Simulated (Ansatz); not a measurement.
Ansatz (a first-principles code) input (PBE/6-31G*):

Ansatz 0.2 input:
```yaml
crystal:
  periodic: [false, false, false]
  atoms:
    - {symbol: S, position_ang: [1.57541700, -0.83814700, 0.86869900]}
    - {symbol: Si, position_ang: [-0.12300500, 0.38221200, 0.38795400]}
    - {symbol: S, position_ang: [-1.70782600, -1.05163200, 0.19421000]}
    - {symbol: Cl, position_ang: [0.23890000, 1.46655800, -1.35891800]}
    - {symbol: H, position_ang: [2.46027900, 0.07791900, 0.43799200]}
    - {symbol: H, position_ang: [-2.68096000, -0.12391300, 0.22570200]}
basis:
  gaussian:
    orbitals: 6-31G*
hamiltonian:
  xc: {name: PBE}
magnetization: {spin_polarized: true, initial_magnetization: 1}
relax: {f_tol: 0.003, max_steps: 120}
```

Output:

```
Functional definition: PBE
integrals: 0.03 GiB planned
941 factors; their error is unknown
mean field: 0.24 GiB planned
mean field evaluation 1: about -42083.7116 eV, gradient 1.4e1 eV
mean field evaluation 2: about -42082.5917 eV, gradient 1.9e1 eV
mean field evaluation 4: about -42084.9326 eV, gradient 6.7e-1 eV
mean field evaluation 8: about -42084.8738 eV, gradient 4.7e-2 eV
mean field evaluation 16: about -42084.8738 eV, gradient 6.5e-6 eV
mean field -42084.87381637 eV, -1546.5905865995 hartree, gradient 6.5e-6 eV, S^2 0.751808; 0 other end points of the search recorded, 0 dependent functions left out
the calculation of the forces begins
reference -42084.87384991 eV, -1546.5905878321 hartree; 33, 32 occupied and 47, 48 virtual orbitals, 941 factors
relax step   1: F+E_penalty+E_count = -42084.87381637 eV  Δ(F+E_penalty+E_count) = +0.000e0 eV  max|allowed force component| = 4.272e-1 eV/Å  Δτ_max = 0.0000 Å  (29 SCF iters, accepted)
these checks for a lower state are left out or cut short: starts, cluster_reference, orbital_swaps, neighbouring_geometries, increment
integrals: 0.03 GiB planned
941 factors; their error is unknown
mean field: 0.24 GiB planned
mean field -42084.88708062 eV, -1546.5910740516 hartree, gradient 9.7e-6 eV, S^2 0.751864; 0 other end points of the search recorded, 0 dependent functions left out
the calculation of the forces begins
reference -42084.88711420 eV, -1546.5910752857 hartree; 33, 32 occupied and 47, 48 virtual orbitals, 941 factors
relax step   2: F+E_penalty+E_count = -42084.88708062 eV  Δ(F+E_penalty+E_count) = -1.326e-2 eV  max|allowed force component| = 2.434e-1 eV/Å  Δτ_max = 0.0753 Å  (30 SCF iters, accepted)
these checks for a lower state are left out or cut short: starts, cluster_reference, orbital_swaps, neighbouring_geometries, increment
integrals: 0.03 GiB planned
941 factors; their error is unknown
mean field: 0.24 GiB planned
mean field -42084.89169778 eV, -1546.5912437294 hartree, gradient 9.1e-6 eV, S^2 0.751892; 0 other end points of the search recorded, 0 dependent functions left out
the calculation of the forces begins
reference -42084.89173137 eV, -1546.5912449637 hartree; 33, 32 occupied and 47, 48 virtual orbitals, 941 factors
relax step   3: F+E_penalty+E_count = -42084.89169778 eV  Δ(F+E_penalty+E_count) = -4.617e-3 eV  max|allowed force component| = 3.901e-2 eV/Å  Δτ_max = 0.0305 Å  (31 SCF iters, accepted)
these checks for a lower state are left out or cut short: starts, cluster_reference, orbital_swaps, neighbouring_geometries, increment
integrals: 0.03 GiB planned
941 factors; their error is unknown
mean field: 0.24 GiB planned
mean field evaluation 32: about -42084.9537 eV, gradient 1.7e-1 eV
mean field -42084.89199189 eV, -1546.5912545377 hartree, gradient 1.5e-5 eV, S^2 0.751887; 0 other end points of the search recorded, 0 dependent functions left out
the calculation of the forces begins
reference -42084.89202547 eV, -1546.5912557717 hartree; 33, 32 occupied and 47, 48 virtual orbitals, 941 factors
relax step   4: F+E_penalty+E_count = -42084.89199189 eV  Δ(F+E_penalty+E_count) = -2.941e-4 eV  max|allowed force component| = 1.320e-2 eV/Å  Δτ_max = 0.0063 Å  (24 SCF iters, accepted)
these checks for a lower state are left out or cut short: starts, cluster_reference, orbital_swaps, neighbouring_geometries, increment
integrals: 0.03 GiB planned
941 factors; their error is unknown
mean field: 0.24 GiB planned
mean field -42084.89201495 eV, -1546.5912553851 hartree, gradient 2.5e-5 eV, S^2 0.751890; 0 other end points of the search recorded, 0 dependent functions left out
the calculation of the forces begins
reference -42084.89204845 eV, -1546.5912566163 hartree; 33, 32 occupied and 47, 48 virtual orbitals, 941 factors
relax step   5: F+E_penalty+E_count = -42084.89201495 eV  Δ(F+E_penalty+E_count) = -2.306e-5 eV  max|allowed force component| = 2.328e-2 eV/Å  Δτ_max = 0.0207 Å  (29 SCF iters, accepted)
these checks for a lower state are left out or cut short: starts, cluster_reference, orbital_swaps, neighbouring_geometries, increment
integrals: 0.03 GiB planned
941 factors; their error is unknown
mean field: 0.24 GiB planned
mean field -42084.89199895 eV, -1546.5912547972 hartree, gradient 2.3e-5 eV, S^2 0.751885; 0 other end points of the search recorded, 0 dependent functions left out
the calculation of the forces begins
reference -42084.89203245 eV, -1546.5912560281 hartree; 33, 32 occupied and 47, 48 virtual orbitals, 941 factors
relax step   6: F+E_penalty+E_count = -42084.89199895 eV  Δ(F+E_penalty+E_count) = +1.600e-5 eV  max|allowed force component| = 2.516e-2 eV/Å  Δτ_max = 0.0135 Å  (30 SCF iters, rejected (line search))
these checks for a lower state are left out or cut short: starts, cluster_reference, orbital_swaps, neighbouring_geometries, increment
integrals: 0.03 GiB planned
941 factors; their error is unknown
mean field: 0.24 GiB planned
mean field -42084.89213873 eV, -1546.5912599339 hartree, gradient 2.6e-5 eV, S^2 0.751887; 0 other end points of the search recorded, 0 dependent functions left out
the calculation of the forces begins
reference -42084.89217225 eV, -1546.5912611658 hartree; 33, 32 occupied and 47, 48 virtual orbitals, 941 factors
relax step   7: F+E_penalty+E_count = -42084.89213873 eV  Δ(F+E_penalty+E_count) = -1.238e-4 eV  max|allowed force component| = 5.260e-3 eV/Å  Δτ_max = 0.0049 Å  (25 SCF iters, accepted)
these checks for a lower state are left out or cut short: starts, cluster_reference, orbital_swaps, neighbouring_geometries, increment
integrals: 0.03 GiB planned
941 factors; their error is unknown
mean field: 0.24 GiB planned
mean field -42084.89214441 eV, -1546.5912601427 hartree, gradient 5.3e-5 eV, S^2 0.751887; 0 other end points of the search recorded, 0 dependent functions left out
the calculation of the forces begins
reference -42084.89217793 eV, -1546.5912613745 hartree; 33, 32 occupied and 47, 48 virtual orbitals, 941 factors
relax step   8: F+E_penalty+E_count = -42084.89214441 eV  Δ(F+E_penalty+E_count) = -5.680e-6 eV  max|allowed force component| = 7.679e-4 eV/Å  Δτ_max = 0.0014 Å  (21 SCF iters, accepted)
integrals: 0.03 GiB planned
941 factors; their error is unknown
mean field: 0.24 GiB planned
mean field evaluation 64: about -42083.7259 eV, gradient 1.4e1 eV
mean field -42084.89214441 eV, -1546.5912601427 hartree, gradient 5.3e-5 eV, S^2 0.751887; 1 other end points of the search recorded, 0 dependent functions left out
the calculation of the forces begins
reference -42084.89217793 eV, -1546.5912613745 hartree; 33, 32 occupied and 47, 48 virtual orbitals, 941 factors
Total energy: -42084.89217793 eV, -1546.5912613745 hartree
Atom 0 at     1.576220    -0.837031     0.885600 Å, force    -0.000373    -0.000216    -0.000139 eV/Å
Atom 1 at    -0.128718     0.394271     0.372740 Å, force    -0.000055    -0.000476    -0.000465 eV/Å
Atom 2 at    -1.718594    -1.060996     0.174752 Å, force     0.000037     0.000446     0.000411 eV/Å
Atom 3 at     0.259723     1.495230    -1.387340 Å, force     0.000768     0.000388    -0.000168 eV/Å
Atom 4 at     2.495123     0.065634     0.446280 Å, force    -0.000042     0.000386     0.000072 eV/Å
Atom 5 at    -2.720949    -0.144113     0.263607 Å, force    -0.000335    -0.000528     0.000289 eV/Å
Dipole moment:    -0.044747     0.189995     0.125842 e Å
```

The geometry given is a B3LYP-D3(BJ)/def2-TZVP minimum.
